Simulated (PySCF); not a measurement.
## Polarisability and C₆ of Cu (copper, neutral)

[Ar] 3d9 4s2, 2D determinant (an excited configuration). Computed with PySCF 2.14 in aug-cc-pwCVTZ-DK with one added diffuse shell each of s, p, d, f, g type (11s10p8d5f4g, 152 functions), with the spin-free X2C one-electron Hamiltonian (Gaussian nucleus). Coupled (time-dependent) response in atomic units; α is the mean over directions.

| method | mean α (bohr³) | α xx, yy, zz | C₆ (like pair) | S(−4) |
| --- | --- | --- | --- | --- |
| PW91 | 41.57 | 41.94, 41.94, 40.85 | 315.9 | 870.0 |

S(−4) is the Cauchy moment in α(ω) = α(0) + S(−4) ω² + …

α(iu) at PW91:

| u (hartree) | α(iu) (bohr³) |
| --- | --- |
| 0 | 41.57 |
| 0.0500 | 39.52 |
| 0.100 | 34.56 |
| 0.200 | 23.66 |
| 0.300 | 16.20 |
| 0.500 | 8.884 |
| 0.750 | 5.282 |
| 1.00 | 3.638 |
| 1.50 | 2.156 |
| 2.00 | 1.485 |
| 3.00 | 0.8673 |
| 5.00 | 0.4234 |

A single London oscillator, α(iu) = α/(1 + u²/ω²), gives C₆ = (3/4) ω α². Matching the computed C₆ needs ω = 4 × 315.9 / (3 × 41.57²) = 0.244 hartree.

The components differ because the open shell of this determinant is not spherical; for a pure term their mean is the scalar polarisability.
